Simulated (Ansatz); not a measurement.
Reaction (ligand exchange at a B–C bond): `B/C(C)=C/F` + `C=N` → `BN=C` + `C/C=C\F`

Isolated molecules relaxed with PBE0-D4/def2-TZVP in Ansatz; ΔE leaves out vibrations. CCSD(T)/CBS adds triple-zeta CCSD(T) − MP2 to the extrapolated MP2 energy (def2 sets, frozen cores). This one scheme is used for every species. Double bonds are as drawn, so ΔE can hold a change between cis and trans.

```json
{"species": "`B/C(C)=C/F`", "HF/def2-QZVPP energy (Eh)": "-241.29239"}
{"species": "`C=N`", "HF/def2-QZVPP energy (Eh)": "-94.07628"}
{"species": "`BN=C`", "HF/def2-QZVPP energy (Eh)": "-119.37086"}
{"species": "`C/C=C\\F`", "HF/def2-QZVPP energy (Eh)": "-216.02505"}
```

(1) Work out ΔE.

Largest T1 diagnostic among the species: 0.016.

Results:

(1) ΔE = (-119.37086) + (-216.02505) − (-241.29239) − (-94.07628) = -0.02724 Eh = -0.74 eV. CCSD(T)/CBS gives -0.81 eV.

The D4 term adds +0.03 eV with B3LYP and +0.02 eV with PBE0; it sums over pairs of atoms, weighted by their polarisabilities, and B3LYP, whose exchange is more repulsive, gets the larger term. In def2-TZVPP, CCSD(T) changes the Hartree–Fock value by −0.06 eV (the triples alone add +0.00 eV) and MP2 by −0.04 eV. From PBE to PBE0 (25 % exact exchange), in def2-TZVPP and without D4, ΔE moves by +0.07 eV.

B3LYP here is the variant with VWN-RPA as its local correlation; programs differ in this.
